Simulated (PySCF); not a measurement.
Sc: excitation energy

Sc [Ar] 3d1 4s2 (2D) → Sc [Ar] 3d1 4s1 5s1 (4D), as a difference of total energies. All numbers are calculated (PySCF 2.14, scalar relativity by spin-free X2C-1e, in aug-cc-pwCVTZ-DK with one added diffuse shell each of s, p, d, f, g type (11s10p8d5f4g, 152 functions)). Correlated levels: valence: [Ar] frozen; valence and next inner shell: [Ne] frozen; nothing frozen. The calculations carry no spin-orbit coupling.

| method | excitation energy (cm⁻¹) |
| --- | --- |
| UHF | 26250 |
| LDA | 34240 |
| PBE | 33053 |
| PBE0 | 32134 |
| MP2 (valence) | 31549 |
| SCS-MP2 (valence) | 33120 |
| MP2 (valence and next inner shell) | 33240 |
| SCS-MP2 (valence and next inner shell) | 34280 |
| MP2 (all electrons) | 33261 |
| SCS-MP2 (all electrons) | 34296 |

The promoted electron is Rydberg-like, and one or two diffuse shells describe it only roughly, which tends to raise the upper state.
